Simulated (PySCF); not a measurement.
C$_{5}$H$_{4}$ (SMILES C#CC=C=C), singlet, at a GFN2-xTB geometry. Base run: CCSD(T)/def2-SVP (PySCF).

PySCF was given this input:
```python
from pyscf import gto, scf, cc

mol = gto.M(
    atom='''
C     2.27253644    0.67598561    0.36250803
C     1.28823335    0.09990011   -0.01183907
C     0.14581674   -0.59566508   -0.46698693
C    -1.07121678   -0.26503741   -0.12975325
C    -2.27616866    0.05985493    0.20225071
H     3.13040488    1.18152419    0.69141800
H     0.32960355   -1.43728700   -1.12527059
H    -2.85747924    0.75982189   -0.37773600
H    -2.75773569   -0.35428804    1.07451162
''',
    basis='def2-svp',
    verbose=4,
    max_memory=1800,
)

mf = scf.RHF(mol)
mf.kernel()

mycc = cc.CCSD(mf, frozen=5)
mycc.kernel()
et = mycc.ccsd_t()
print('E(CCSD(T)) = %.10f' % (mycc.e_tot + et))
```

Each row names what was changed in the base input (with any setting that the change needs).

```csv
change,ΔE vs base (mEh),MP2 correlation (Eh),CC correlation without the perturbative part (Eh),basis functions
base,0.000,-0.62981,-0.66733,90
method = cisd,138.5,-,-,90
method = mp2,66.701,-0.62981,-,90
method = ccsd,29.182,-0.62981,-0.66733,90
```
